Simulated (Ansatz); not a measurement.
Gas-phase electronic energies from Ansatz, PBE0-D4/def2-TZVP geometries. CCSD(T)/CBS is the MP2 limit (def2-TZVPP, def2-QZVPP) plus CCSD(T) − MP2 in def2-TZVPP, frozen cores. This one scheme is used for every species. Functionals use def2-TZVPP. B3LYP here is the variant with VWN-RPA as its local correlation; programs differ in this. For Ge outer-core shells are correlated without core-valence functions, which leaves a few kJ/mol of doubt a bond. Scalar relativity is left out up to krypton. Each species was taken in one conformer, which may not be the lowest.

Consider the ligand exchange at a Ge–N bond: `[NH2][Ge][NH2]` + `O[SiH3]` → `[NH2][Ge][O][SiH3]` + NH₃.

`[NH2][Ge][NH2]`:

Cartesian coordinates in Å:
```
N 1.090 -0.101 -0.826
Ge -0.010 1.217 -0.202
N -1.092 0.154 0.816
H 1.852 0.114 -1.448
H 1.036 -1.085 -0.614
H -1.022 -0.845 0.931
H -1.853 0.547 1.343
```

`O[SiH3]`:

Z-matrix (Å, degrees):
```
Si
O 1 1.648
H 1 1.489 2 111.7
H 1 1.489 2 111.7 3 120.9
H 1 1.481 2 105.9 3 -119.6
H 2 0.957 1 117.9 3 -60.5
```

`[NH2][Ge][O][SiH3]`:

Cartesian coordinates in Å:
```
N -2.095 -0.178 1.215
Ge -0.452 0.553 1.429
O 0.156 -0.025 -0.168
Si 1.563 0.089 -0.992
H -2.830 -0.110 1.900
H -2.359 -0.695 0.389
H 2.103 -1.270 -1.261
H 1.334 0.778 -2.290
H 2.580 0.859 -0.220
```

NH₃:

Z-matrix (Å, degrees):
```
N
H 1 1.013
H 1 1.013 2 107.1
H 1 1.013 2 107.1 3 -114.5
```

Question: Is it downhill or uphill in electronic energy at CCSD(T)/CBS, and by how much? (Estimate.)

Answer: Ansatz gave: Downhill: ΔE = -11.0 kcal/mol.

Question: What do these levels give: BLYP-D4, B3LYP-D4, r2SCAN0, BHLYP, CAM-B3LYP, LC-ωPBE? (An estimate is asked.)

Answer: Computed: BLYP-D4 -12.3, B3LYP-D4 -11.9, r2SCAN0 -10.5, BHLYP -11.0, CAM-B3LYP -10.8, LC-ωPBE -9.7 kcal/mol.

Question: What do rigid-rotor, harmonic-oscillator terms from PBE0-D4/def2-TZVP frequencies (298.15 K, 1 bar) make of the CCSD(T)/CBS value? (Estimate.)

Answer: The calculation gave: ΔZPE = +0.2 kcal/mol, ΔH = -10.3 kcal/mol, ΔS = -3 J/(mol·K), ΔG = -10.1 kcal/mol.

Largest T1 diagnostic among the species: 0.014.

The D4 term adds −0.9 kcal/mol with B3LYP and −0.6 kcal/mol with PBE0; it sums over pairs of atoms, weighted by their polarisabilities, and B3LYP, whose exchange is more repulsive, gets the larger term. At CCSD(T), def2-SVP lies −1.7 kcal/mol from the extrapolated value and def2-TZVPP −0.4 kcal/mol. Leaving LDA and LC-ωPBE aside and taking each functional with its dispersion term where it has one, the values, not all of them listed here, spread over 2.2 kcal/mol, from B97M-V to PBE-QIDH. LDA lies +1.1 kcal/mol from PBE without D4.
